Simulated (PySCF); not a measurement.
**GaAs⁻: input and log**

State: ²Σ⁺ (doublet), unpaired electrons σ ↑.

An equivalent input (the run itself took its basis sets from the Basis Set Exchange, started from a PBE0 density and held the occupation σ 15α 14β, πx 7α 7β, πy 7α 7β, δx 2α 2β, δy 2α 2β):

```python
from pyscf import gto, dft
mol = gto.M(atom='Ga 0 0 0; As 0 0 2.227', basis={'Ga': 'def2-TZVPPD', 'As': 'def2-TZVPPD'},
            charge=-1, spin=1, verbose=4, symmetry='C2v')
mf = dft.UKS(mol, xc='R2SCAN')
mf.grids.atom_grid = (80, 434)
mf.grids.prune = dft.gen_grid.treutler_prune
mf.irrep_nelec = {'A1': (17, 16), 'A2': (2, 2), 'B1': (7, 7), 'B2': (7, 7)}
mf.conv_tol = 1e-9
mf.max_cycle = 60
mf.diis_space = 10
mf.kernel()
```

The log (some set-up lines and the per-cycle HOMO/LUMO lines removed):

```
******** <class 'pyscf.dft.uks_symm.SymAdaptedUKS'> ********
method = SymAdaptedUKS
damping factor = 0
level_shift factor = 0
DIIS = <class 'pyscf.scf.diis.CDIIS'>
diis_start_cycle = 1
diis_space = 10
diis_damp = 0
SCF conv_tol = 1e-09
SCF conv_tol_grad = None
SCF max_cycles = 60
number electrons alpha = 33  beta = 32
Set gradient conv threshold to 3.16228e-05
init E= -4160.73780259849
cycle= 1 E= -4160.73917978228  delta_E= -0.00138  |g|= 0.0208  |ddm|= 0.109
cycle= 2 E= -4160.73654070825  delta_E= 0.00264  |g|= 0.0566  |ddm|= 0.0881
cycle= 3 E= -4160.73921735841  delta_E= -0.00268  |g|= 0.0203  |ddm|= 0.0833
cycle= 4 E= -4160.73942323661  delta_E= -0.000206  |g|= 0.000921  |ddm|= 0.0174
cycle= 5 E= -4160.73942538933  delta_E= -2.15e-06  |g|= 0.000695  |ddm|= 0.00396
cycle= 6 E= -4160.73942649254  delta_E= -1.1e-06  |g|= 0.000407  |ddm|= 0.00214
cycle= 7 E= -4160.73942743311  delta_E= -9.41e-07  |g|= 0.000159  |ddm|= 0.00292
cycle= 8 E= -4160.73942774231  delta_E= -3.09e-07  |g|= 6.47e-05  |ddm|= 0.00239
cycle= 9 E= -4160.73942776501  delta_E= -2.27e-08  |g|= 3.44e-05  |ddm|= 0.000636
cycle= 10 E= -4160.73942776805  delta_E= -3.03e-09  |g|= 1.24e-05  |ddm|= 0.000248
cycle= 11 E= -4160.73942776827  delta_E= -2.26e-10  |g|= 1.23e-06  |ddm|= 5.43e-05
Extra cycle  E= -4160.73942776827  delta_E= 5.46e-12  |g|= 2.96e-06  |ddm|= 6.24e-06
converged SCF energy = -4160.73942776827  <S^2> = 0.76184726  2S+1 = 2.0118124
```

Repeating this along the bond gives Re = 2.214 Å and ωe = 331 cm⁻¹.

A point of this curve took 5.4 CPU seconds beside 1.3 for the integrals, on Arm Neoverse V2 (shared host).

Spin–orbit coupling is left out. The highest Kohn–Sham level is positive in this anion. Much of that is self-interaction error, but it also means that the finite basis helps to hold the extra electron. The state is the lowest determinant that a PBE0 search found; another state may lie lower at other levels.
